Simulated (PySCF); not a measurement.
Compound: C₅H₁₁F₃Si.
Bonds: C1–C2, C2–C3, C2–Si4, Si4–C5, C5–C6, C6–F7, C6–F8, C6–F9. Hydrogens: H10, H11, H12 on C1; H13 on C2; H14, H15, H16 on C3; H17, H18 on Si4; H19, H20 on C5.

Computed by this run: PBE0-D3(BJ)/def2-SVP geometry optimisation, gas phase in PySCF; density fitting, grid level 1; the optimiser is geomeTRIC in internal coordinates, started from a GFN2-xTB structure with every atom displaced at random (about 0.01 Å).

Geometry at step 2:
```
atom  x, y, z in Å
C1     -1.5307    0.4432    1.3679
C2     -1.3493   -0.3376    0.0671
C3     -2.5182   -0.1062   -0.8929
Si4     0.2895    0.0748   -0.7815
C5      1.7285   -0.2675    0.4120
C6      3.1167   -0.0661   -0.1315
F7      3.3882   -0.9027   -1.1376
F8      4.0575   -0.2655    0.7986
F9      3.2950    1.1762   -0.6002
H10    -0.7408    0.2289    2.1054
H11    -1.5301    1.5315    1.1870
H12    -2.4951    0.1969    1.8433
H13    -1.3150   -1.4167    0.3107
H14    -2.4053   -0.6738   -1.8304
H15    -3.4713   -0.4149   -0.4324
H16    -2.6124    0.9593   -1.1601
H17     0.2972    1.5235   -1.1538
H18     0.4620   -0.7525   -2.0140
H19     1.6600   -1.3051    0.7748
H20     1.6224    0.3932    1.2864
```

Problem. What forces act on the atoms?

Solution. 
```json
{"atom": "C1", "Fx (eV/Å)": "-0.021", "Fy (eV/Å)": "0.019", "Fz (eV/Å)": "0.030"}
{"atom": "C2", "Fx (eV/Å)": "-0.069", "Fy (eV/Å)": "-0.021", "Fz (eV/Å)": "0.021"}
{"atom": "C3", "Fx (eV/Å)": "0.028", "Fy (eV/Å)": "-0.030", "Fz (eV/Å)": "-0.004"}
{"atom": "Si4", "Fx (eV/Å)": "0.034", "Fy (eV/Å)": "0.022", "Fz (eV/Å)": "-0.043"}
{"atom": "C5", "Fx (eV/Å)": "0.129", "Fy (eV/Å)": "0.040", "Fz (eV/Å)": "0.007"}
{"atom": "C6", "Fx (eV/Å)": "-0.012", "Fy (eV/Å)": "0.045", "Fz (eV/Å)": "-0.051"}
{"atom": "F7", "Fx (eV/Å)": "-0.057", "Fy (eV/Å)": "-0.128", "Fz (eV/Å)": "-0.093"}
{"atom": "F8", "Fx (eV/Å)": "0.009", "Fy (eV/Å)": "-0.020", "Fz (eV/Å)": "0.131"}
{"atom": "F9", "Fx (eV/Å)": "-0.071", "Fy (eV/Å)": "0.080", "Fz (eV/Å)": "0.020"}
{"atom": "H10", "Fx (eV/Å)": "-0.007", "Fy (eV/Å)": "-0.005", "Fz (eV/Å)": "-0.017"}
{"atom": "H11", "Fx (eV/Å)": "0.009", "Fy (eV/Å)": "-0.010", "Fz (eV/Å)": "-0.006"}
{"atom": "H12", "Fx (eV/Å)": "0.008", "Fy (eV/Å)": "-0.003", "Fz (eV/Å)": "0.003"}
{"atom": "H13", "Fx (eV/Å)": "0.037", "Fy (eV/Å)": "0.008", "Fz (eV/Å)": "-0.019"}
{"atom": "H14", "Fx (eV/Å)": "-0.002", "Fy (eV/Å)": "0.002", "Fz (eV/Å)": "0.013"}
{"atom": "H15", "Fx (eV/Å)": "-0.011", "Fy (eV/Å)": "0.017", "Fz (eV/Å)": "-0.001"}
{"atom": "H16", "Fx (eV/Å)": "0.000", "Fy (eV/Å)": "0.003", "Fz (eV/Å)": "0.001"}
{"atom": "H17", "Fx (eV/Å)": "0.011", "Fy (eV/Å)": "-0.009", "Fz (eV/Å)": "-0.017"}
{"atom": "H18", "Fx (eV/Å)": "-0.004", "Fy (eV/Å)": "0.007", "Fz (eV/Å)": "-0.001"}
{"atom": "H19", "Fx (eV/Å)": "-0.006", "Fy (eV/Å)": "0.005", "Fz (eV/Å)": "0.009"}
{"atom": "H20", "Fx (eV/Å)": "-0.006", "Fy (eV/Å)": "-0.021", "Fz (eV/Å)": "0.015"}
```

The largest, 0.17 eV/Å, acts on F7; the rms over all components is 0.040 eV/Å. The forces sum to zero within rounding, as they must for an isolated molecule in no field.

Problem. Give the force on F7 in Eh/bohr and in nN.

Solution. 0.168 eV/Å ÷ 51.422 = 0.00326 Eh/bohr, and 0.168 eV/Å × 1.602 = 0.27 nN.

Problem. How far is this geometry from the end of the optimisation?

Solution. 0.002 eV above it, and 0.010 Å rms away after alignment. The bonds farthest from their final lengths, with half the difference of the two atoms' forces along the bond (positive lengthens):

```json
{"bond": "C5–C6", "now (Å)": "1.504", "final (Å)": "1.500", "force along bond (eV/Å)": "-0.05"}
{"bond": "C6–F7", "now (Å)": "1.336", "final (Å)": "1.339", "force along bond (eV/Å)": "+0.07"}
{"bond": "C2–Si4", "now (Å)": "1.891", "final (Å)": "1.894", "force along bond (eV/Å)": "+0.06"}
{"bond": "C6–F8", "now (Å)": "1.338", "final (Å)": "1.340", "force along bond (eV/Å)": "+0.08"}
```

The angle farthest from its final value is Si4–C5–C6, 116.6° against 116.1°.

What follows is the cost of the whole optimisation. The run took 3.4 min wall on one thread, Intel Xeon at 2.50 GHz (x86_64), shared host, and the process peaked at 0.79 GiB of memory.
